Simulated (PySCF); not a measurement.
CH₂BNO₃.

```xyz
8

B      0.0000     0.0000    -1.0277
N      0.0000     0.0000     0.4265
C      0.0000     0.0000     1.6215
O      0.0000     0.0000     2.7918
O      0.0000    -1.1652    -1.7250
H      0.0000    -1.9400    -1.1549
O      0.0000     1.1652    -1.7250
H      0.0000     1.9400    -1.1549
```

The structure is a stationary point at ωB97X-D3(BJ)/def2-SVP. The structure was generated by enumeration, and PubChem lists no compound with its InChIKey, so it may never have been made. One conformer was computed; it need not be the lowest.

Method: PBE/pcSseg-1 (PySCF). Non-relativistic, no solvent.

Question: Give the absolute GIAO shielding of each atom: isotropic value and principal components (ppm). (Estimate from the structure and the level; the computed values follow.)

Answer: 
```
atom  σ(iso)    σ11    σ22    σ33   span
----  ------  -----  -----  -----  -----
B1      81.7   58.9   88.2   98.0   39.2
N2     209.0  137.5  147.7  341.9  204.4
C3      63.8  -38.4  -38.0  267.8  306.2
O4     191.3   95.3  122.4  356.1  260.9
O5     208.7   99.3  262.0  264.7  165.5
H6      27.7   22.3   25.4   35.4   13.1
O7     208.7   99.3  262.0  264.7  165.5
H8      27.7   22.3   25.4   35.4   13.1
```
